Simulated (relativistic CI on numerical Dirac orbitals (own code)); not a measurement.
# Line list: Electric-dipole lines, Cr X

Method of calculation: Dirac-Coulomb-Breit CI, separate exchange-only KLI orbitals for each configuration, model QED, unscaled Slater integrals (own radial code, finite nucleus).

Configuration list (outside the closed core [Ne]): 3s²3p³, 3s3p⁴, 3s²3p²3d, 3p⁵, 3s3p³3d, 3p⁴3d, 3s3p²3d², 3s²3p²4s, 3s²3p²4p, 3s²3p3d4p, 3p⁴4s, 3p⁴4p, 3s²3p²4d, 3s3p²3d4s, 3s3p³4s, 3s²3p²4f, 3s3p³4p, 3s²3p²5s, 3s3p³4d, 3s²3p²5p, 3p³3d4p, 3s²3p4s4p, 3s²3p²5d, 3s3p³4f, 3s²3p²5f, 3s²3p²5g, 3s²3p²6s, 3s3p²4s², 3s²3p²6p, 3s²3p3d², 3s²3d³, 3s3p3d³, 3s²3d²4s, 3s²3d²4p, 3s²3d²4d, 3p³3d², 3p²3d³, 3p²3d²4s, 3p²3d²4p, 3p²3d²4d, 3s²3p3d4s, 3s3p3d²4s, 3s²3d4s², 3s²3d4s4p, 3s²3d4s4d, 3s3p²3d4p, 3s3p3d²4p, 3s3p3d4s4p, 3s3p3d4p², 3s3p3d4p4d, 3p³3d4s, 3p²3d4s², 3p²3d4s4p, 3p²3d4s4d, 3s²3p4s², 3s3p3d4s², 3s²4s²4p, 3s²4s²4d, 3s²3p4p², 3s²3d4p², 3s²4s4p², 3s²4p³, 3s²4p²4d. Double excitations out of closed p, d and f shells are left out; levels of such configurations are missing from the list, as are those of other unlisted configurations, and high levels can miss mixing partners. These lack a partner that the ground configuration has and come out too high: 3s²3p²4f, 3s²3p²5s, 3s3p³4d, 3s²3p²5p, 3s²3p²5d.

```
λ vac (nm)                Lower                   Upper   A (s⁻¹)  log gf  S velocity/length
    11.026    3s²3p³ ²D°5/2 [3]    3s²3p²4s ²P3/2 [196]  9.61e+10   -0.15               0.85
    18.881  3s²3p²3d ²P3/2 [11]    3s3p³3d ²D°5/2 [137]  3.84e+10    0.09               0.94
    21.189    3s²3p³ ²D°3/2 [2]     3s²3p²3d ²F5/2 [38]  9.27e+10    0.57               1.00
    21.194    3s²3p³ ²D°5/2 [3]     3s²3p²3d ²F7/2 [39]  9.86e+10    0.73               1.00
    21.242      3s3p⁴ ⁴P5/2 [6]     3s3p³3d ⁴D°7/2 [85]  7.01e+10    0.58               0.98
    21.307     3s3p⁴ ²D5/2 [10]    3s3p³3d ²F°7/2 [103]  5.95e+10    0.51               1.00
    21.392      3s3p⁴ ²D3/2 [9]    3s3p³3d ²F°5/2 [102]  5.00e+10    0.31               0.99
    21.402    3s²3p³ ²P°1/2 [4]     3s²3p²3d ²D3/2 [46]  6.80e+10    0.27               0.98
    21.409      3s3p⁴ ⁴P3/2 [7]     3s3p³3d ⁴D°5/2 [86]  4.84e+10    0.30               0.98
    21.622    3s²3p³ ²P°3/2 [5]     3s²3p²3d ²D5/2 [45]  8.45e+10    0.55               0.99
    21.633     3s3p⁴ ²D5/2 [10]    3s3p³3d ²D°5/2 [100]  4.32e+10    0.26               0.89
    21.788  3s²3p²3d ⁴F5/2 [15]   3s²3p3d² ⁴F°5/2 [126]  5.17e+10    0.34               0.91
    21.871  3s²3p²3d ⁴F7/2 [16]   3s²3p3d² ⁴F°7/2 [129]  4.16e+10    0.38               0.91
    21.963    3s²3p³ ⁴S°3/2 [1]     3s²3p²3d ⁴P1/2 [30]  8.08e+10    0.07               0.97
    22.039  3s²3p²3d ⁴F9/2 [17]   3s²3p3d² ⁴F°9/2 [130]  6.51e+10    0.68               0.90
    22.050    3s²3p³ ⁴S°3/2 [1]     3s²3p²3d ⁴P3/2 [29]  8.07e+10    0.37               0.97
    22.106  3s²3p²3d ²P3/2 [11]    3s3p³3d ²P°3/2 [114]  5.80e+10    0.23               0.91
    22.143  3s²3p²3d ²D5/2 [32]   3s²3p3d² ²D°5/2 [173]  6.55e+10    0.46               0.85
    22.198    3s²3p³ ⁴S°3/2 [1]     3s²3p²3d ⁴P5/2 [28]  7.86e+10    0.54               0.98
    22.217  3s3p³3d ⁶D°9/2 [44]    3s3p²3d² ⁶D9/2 [214]  6.86e+10    0.71               0.93
    22.234      3s3p⁴ ⁴P5/2 [6]     3s3p³3d ⁴P°5/2 [78]  4.18e+10    0.27               1.00
    22.247      3s3p⁴ ⁴P5/2 [6]     3s3p³3d ⁴S°3/2 [77]  5.42e+10    0.21               0.89
    22.317    3s²3p³ ²D°3/2 [2]     3s²3p²3d ²D3/2 [34]  5.32e+10    0.20               0.99
    22.421      3s3p⁴ ⁴P3/2 [7]     3s3p³3d ⁴P°1/2 [82]  6.36e+10   -0.02               0.99
    22.442    3s²3p³ ²D°5/2 [3]     3s²3p²3d ²D5/2 [33]  4.56e+10    0.32               0.99
    22.630      3s3p⁴ ⁴P1/2 [8]     3s3p³3d ⁴P°3/2 [79]  3.55e+10    0.04               0.94
    22.708    3s²3p³ ²P°3/2 [5]     3s²3p²3d ²P3/2 [37]  5.02e+10    0.19               0.90
    22.771    3s²3p³ ²P°3/2 [5]     3s²3p²3d ²S1/2 [36]  5.77e+10   -0.05               0.98
    22.829    3s²3p³ ²P°1/2 [4]     3s²3p²3d ²P1/2 [35]  6.14e+10   -0.02               0.94
    23.376    3s²3p³ ²D°5/2 [3]     3s²3p²3d ²D5/2 [32]  1.92e+10   -0.03               0.94
    23.726  3s²3p²3d ²G9/2 [25]   3s²3p3d² ²G°9/2 [136]  4.90e+10    0.62               0.97
    23.735  3s²3p²3d ²G7/2 [24]   3s²3p3d² ²G°7/2 [135]  4.64e+10    0.50               0.96
    23.754  3s²3p²3d ⁴P5/2 [28]   3s²3p3d² ⁴D°7/2 [139]  7.01e+10    0.68               0.94
    23.867  3s²3p²3d ⁴P3/2 [29]   3s²3p3d² ⁴D°5/2 [140]  5.02e+10    0.41               0.95
    23.904     3s3p⁴ ²D5/2 [10]     3s3p³3d ²P°3/2 [90]  4.80e+10    0.22               0.99
    23.926  3s²3p²3d ²F5/2 [38]   3s²3p3d² ²G°7/2 [177]  6.12e+10    0.62               0.96
    23.939  3s²3p²3d ²F7/2 [39]   3s²3p3d² ²G°9/2 [181]  8.07e+10    0.84               0.97
    24.357    3s²3p³ ²D°3/2 [2]     3s²3p²3d ²P1/2 [27]  4.28e+10   -0.12               0.92
    24.561  3s²3p²3d ²G9/2 [25]  3s²3p3d² ²H°11/2 [132]  2.19e+10    0.38               1.01
    24.855  3s²3p²3d ²D5/2 [45]   3s²3p3d² ²F°7/2 [189]  5.96e+10    0.65               0.97
    24.962    3s²3p³ ²D°5/2 [3]     3s²3p²3d ²P3/2 [26]  4.25e+10    0.20               0.93
    25.014  3s²3p²3d ²D3/2 [46]   3s²3p3d² ²F°5/2 [188]  6.22e+10    0.54               0.97
    25.082  3s²3p²3d ⁴F9/2 [17]  3s²3p3d² ⁴G°11/2 [109]  1.72e+10    0.29               1.01
    27.226  3s²3p²3d ⁴F9/2 [17]     3s3p³3d ⁴D°7/2 [97]  2.51e+10    0.35               0.81
    28.100  3s²3p²3d ²G9/2 [25]    3s3p³3d ²F°7/2 [113]  2.45e+10    0.37               0.76
```

Terms are leading LS components. Brackets give the number of a level in order of energy, since labels repeat. The list gives strong lines, with weight on those to low levels, among the lowest 400 of 7420 levels, so that lines to higher ones, which can be the strongest, are missing. Levels whose partners in the same complex of configurations lie outside the list can be far off, and so can their lines. Rates are taken at the computed energies, electric ones in the length gauge. A velocity-to-length ratio far from 1 marks an uncertain rate.

At this charge energies of transitions that change n are usually good to better than 1 %, and those within a shell (Δn = 0) to a few per cent.

LS names give the leading component of a level, which can be under half, so a name can repeat, a term be missing and a line seem to break the LS rules.
